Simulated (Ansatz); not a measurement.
Start from `FC[CH2][GeH2][F]` and change one atom or group to get `FCCC[SiH3]`.

Ansatz, PBE0-D4/def2-TZVP geometries, multiplicity 1. Each molecule was computed in one conformer, which needn't be the lowest.

Scalar relativity is left out up to krypton.

```json
{"property": "size of the dipole moment (PBE/def2-TZVPP) / D", "`FC[CH2][GeH2][F]`": "2.00"}
{"property": "HOMO–LUMO gap (B3LYP/def2-TZVPP) / eV", "`FC[CH2][GeH2][F]`": "8.68"}
{"property": "size of the dipole moment (B3LYP/def2-TZVPP) / D", "`FC[CH2][GeH2][F]`": "2.16"}
{"property": "LUMO energy (B3LYP/def2-TZVPP) / eV", "`FC[CH2][GeH2][F]`": "-0.23"}
{"property": "LUMO energy (ωB97M-V/def2-TZVPP) / eV", "`FC[CH2][GeH2][F]`": "1.87"}
{"property": "HOMO–LUMO gap (PBE/def2-TZVPP) / eV", "`FC[CH2][GeH2][F]`": "6.80"}
```

Question: Give the same properties after the change, and the shifts. (Best estimate.)

Answer: The calculation gave: 
| property | `FCCC[SiH3]` | shift |
| --- | --- | --- |
| size of the dipole moment (PBE/def2-TZVPP) / D | 1.44 | -0.56 |
| HOMO–LUMO gap (B3LYP/def2-TZVPP) / eV | 8.83 | 0.15 |
| size of the dipole moment (B3LYP/def2-TZVPP) / D | 1.54 | -0.62 |
| LUMO energy (B3LYP/def2-TZVPP) / eV | 0.40 | 0.63 |
| LUMO energy (ωB97M-V/def2-TZVPP) / eV | 2.16 | 0.29 |
| HOMO–LUMO gap (PBE/def2-TZVPP) / eV | 7.13 | 0.33 |

With PBE0 the HOMO rises by 0.51 eV and the LUMO rises by 0.61 eV, so the gap widens by about 0.10 eV. PBE moves the HOMO by 0.36 eV and ωB97M-V by 0.49 eV. Dipoles are sizes alone; their direction can turn.

B3LYP here is the variant with VWN-RPA as its local correlation; programs differ in this.
